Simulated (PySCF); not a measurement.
CCl2F, SMILES [C](F)(Cl)Cl (connectivity only; charge and spin as stated), charge +1, multiplicity 1.

Geometry: B3LYP-D3(BJ)/def2-SVP. The multiplicity is an assumed one; other spin states were not compared. The isomer is the one that the SMILES or the coordinates give; other isomers of the formula were not compared.

Computed with B3LYP/def2-TZVPD (PySCF).

Computed frontier levels, gap, dipole moment and polarisability:
| Property | Value |
|---|---|
| highest occupied level | -16.14 eV |
| lowest empty level | -10.37 eV |
| orbital gap | 5.77 eV |
| dipole moment about the centre of nuclear charge | 0.70 D |
| mean static polarisability | 37.6 bohr³ (5.57 Å³) |
| polarisability, principal values | 25.3, 34.6, 52.8 bohr³ |
